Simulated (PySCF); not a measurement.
GeH4S, SMILES [SH][GeH3]. Coordinates come from a PBE0-D3(BJ)/def2-TZVP optimisation.

TDA-LC-ωPBE/def2-SVPD (PySCF) puts the lowest singlet excitations at 6.07, 6.46, 7.89, 8.03, 8.08, 8.41 eV.

What are the lowest excitation roots from PySCF 2.14.0 with ADC(2)/aug-cc-pVDZ? (Estimate from the structure and the level; the computed values follow.)

5.83, 6.10, 7.18, 7.44, 7.53, 7.68 eV. S1 differs by -0.24 eV (second minus first; roots are paired by order, and the bases may differ).
